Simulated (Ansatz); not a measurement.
One geometry of Cd₆⁺, several levels of theory.

```yaml
crystal:
  periodic: [false, false, false]
  atoms:
    - {symbol: Cd, position_ang: [-0.869504, -0.949981, -0.989036]}
    - {symbol: Cd, position_ang: [2.170859, 2.318261, -1.480792]}
    - {symbol: Cd, position_ang: [-2.133044, -2.359287, 1.478666]}
    - {symbol: Cd, position_ang: [0.887353, 0.943050, 0.994242]}
    - {symbol: Cd, position_ang: [-0.447537, -0.474415, 3.420228]}
    - {symbol: Cd, position_ang: [0.391874, 0.522372, -3.423308]}
basis:
  gaussian: {orbitals: def2-TZVP, initial_orbitals: start.molden}
total_charge: 1
magnetization: {spin_polarized: true, initial_magnetization: 1}
hamiltonian: {xc: {name: revPBE}}
scf: {omitted_lower_state_checks: [starts]}
output: {orbitals: {seedname: orbitals}}
```

The file start.molden holds the orbitals of an earlier run on this structure, at another level or in another basis.

```sh
$ ansatz run in.yaml --threads 4 --pin off --events-out ev --progress --plain --max-ram 8704MiB
```

Shortened log:

```
Functional definition: revPBE
2214 factors; their error is unknown
mean field evaluation 1: about -27396.8833 eV, gradient 6.4e0 eV
mean field evaluation 2: about -27397.0559 eV, gradient 1.8e-1 eV
mean field evaluation 4: about -27397.0542 eV, gradient 1.5e-3 eV
mean field -27397.05417177 eV, -1006.8231704223 hartree, gradient 2.3e-5 eV, S^2 0.753469; 0 other end points of the search recorded, 0 dependent functions left out
reference -27397.05423607 eV, -1006.8231727850 hartree; 60, 59 occupied and 180, 181 virtual orbitals, 2214 factors
Total energy: -27397.05423607 eV, -1006.8231727850 hartree
Checks for a lower state left out: starts
```

It took 13 s on 4 threads of Arm Neoverse N1 on a shared host.

As the first input, with `gaussian: {orbitals: def2-SVP, initial_orbitals: start.molden}`, `hamiltonian: {xc: pbe0}` (abridged; 20 s):

```
Functional definition: PBE0
mean field -27380.29636249 eV, -1006.2073322900 hartree, gradient 4.5e-5 eV, S^2 0.762061
Total energy: -27380.29640119 eV, -1006.2073337121 hartree
Checks for a lower state left out: starts
```

First input, but with `hamiltonian: {xc: lda}` (abridged; 6.5 s):

```
Functional definition: SPW92
mean field -27341.08038711 eV, -1004.7661717763 hartree, gradient 7.8e-6 eV, S^2 0.751071
Total energy: -27341.08043641 eV, -1004.7661735881 hartree
Checks for a lower state left out: starts
```

The first input with `gaussian: {orbitals: def2-SVP, initial_orbitals: start.molden}`, `hamiltonian: {xc: pbe}` (abridged; 12 s):

```
Functional definition: PBE
mean field -27382.35743804 eV, -1006.2830754196 hartree, gradient 2.5e-5 eV, S^2 0.752200
Total energy: -27382.35748989 eV, -1006.2830773248 hartree
Checks for a lower state left out: starts
```

As the first input, with `hamiltonian: {xc: pbe}` (abridged; 13 s):

```
Functional definition: PBE
mean field -27389.31270068 eV, -1006.5386766072 hartree, gradient 1.7e-5 eV, S^2 0.752489
Total energy: -27389.31275244 eV, -1006.5386785093 hartree
Checks for a lower state left out: starts
```

The first input with `correlation: {method: mp2}` and without the key `hamiltonian` (abridged; 47 s):

```
Functional definition: HF
mean field -27240.69104219 eV, -1001.0769313970 hartree, gradient 3.4e-6 eV, S^2 0.940570
second order -81.90682492 eV of doubles, -0.00000000 eV of singles
Total energy: -27322.59786711 eV, -1004.0869516945 hartree
Checks for a lower state left out: starts
```

The first input with `hamiltonian: {xc: r2scan}` (abridged; 33 s):

```
Functional definition: r2SCAN
mean field -27397.29361324 eV, -1006.8319697340 hartree, gradient 1.2e-5 eV, S^2 0.765765
Total energy: -27397.29364276 eV, -1006.8319708187 hartree
Checks for a lower state left out: starts
```

Geometry: PBE/def2-SVP.

In the def2 sets Cd takes a core potential; there is no spin–orbit coupling. Correlated methods freeze no core orbitals; core or outer-core shells of Cd are correlated, in sets that lack core-valence functions. At MP2/def2-TZVP the charge 1 doublet is spin-contaminated (final ⟨S²⟩ up to 0.94, 0.75 for a pure state). The structure comes from a short search, and lower isomers may exist.
